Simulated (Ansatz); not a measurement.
Cost and result for the atomization energy of `[Cl][AlH][SiH]1CO1` (9 atoms, 9 bonds).

Cartesian coordinates in Å:
```
Cl 0.649 1.013 2.829
Al -1.029 0.402 1.731
Si -0.574 -0.056 -0.616
C 1.128 -0.486 -1.121
O 0.660 0.871 -1.294
H -2.401 0.239 2.494
H -1.669 -0.390 -1.567
H 1.935 -0.583 -0.397
H 1.300 -1.011 -2.059
```

Charge 0, multiplicity 1. Geometry: relaxed with PBE0-D4/def2-TZVP. It is one conformer, not always the lowest. Program: Ansatz. All runs use 4 threads of a server CPU on a shared host. Times are those of one run each, without the atoms' runs, and a repeat can differ threefold. Electronic energies, without spin–orbit coupling; frozen cores. CCSD(T)/CBS adds CCSD(T) − MP2 in def2-TZVPP to the MP2 limit, and its time is that of the two runs behind it. T1 = 0.015. B3LYP takes the VWN-RPA correlation (the form of Gaussian; ORCA's B3LYP/G). HSE06 is the plane-wave form, built on full-range PBE exchange.

CCSD(T)/CBS is a level of theory with its own doubt, some kJ/mol a heavy atom from the limit and from the frozen cores, so smaller differences don't rank the functionals.

```tsv
level	functions	wall time	atomization (kcal/mol)	difference from CCSD(T)/CBS	per bond
revPBE-D4/def2-TZVPP	244	2 s	716.1	-7.5	-0.8
PBE-D4/def2-TZVPP (with forces)	244	2.7 s	734.6	11.0	1.2
PBE0-D4/def2-TZVPP	244	3.2 s	720.3	-3.3	-0.4
BHLYP-D4/def2-TZVPP	244	3.3 s	695.1	-28.5	-3.2
CCSD(T)/def2-SVP	102	3.3 s	668.7	-54.9	-6.1
HSE06-D4/def2-TZVPP	244	3.5 s	721.0	-2.6	-0.3
CAM-B3LYP-D4/def2-TZVPP	244	4 s	719.9	-3.7	-0.4
B3LYP-D4/def2-TZVPP (with forces)	244	4.9 s	716.5	-7.1	-0.8
B2PLYP/def2-TZVPP	244	5.5 s	710.4	-13.2	-1.5
ωB97M-V/def2-TZVPP (with forces)	244	11 s	723.7	0.1	0.0
MP2/def2-QZVPP	444	19 s	730.9	7.3	0.8
CCSD(T)/def2-TZVPP	244	70 s	700.8	-22.8	-2.5
CCSD(T)/CBS(def2)	–	89 s	723.6	0.0	0.0
```

From PBE to PBE0 (25 % exact exchange), in def2-TZVPP and without D4, the atomization energy moves by −13.6 kcal/mol: exact exchange takes away binding that semilocal exchange gives to molecules. The D4 term adds +8.2 kcal/mol with B3LYP and +4.3 kcal/mol with PBE0; it sums over pairs of atoms, weighted by their polarisabilities, and B3LYP, whose exchange is more repulsive, gets the larger term. In def2-TZVPP, CCSD(T) changes the Hartree–Fock value by +185.6 kcal/mol (the triples alone add +13.3 kcal/mol) and MP2 by +202.0 kcal/mol; breaking electron pairs costs correlation energy, which Hartree–Fock lacks.
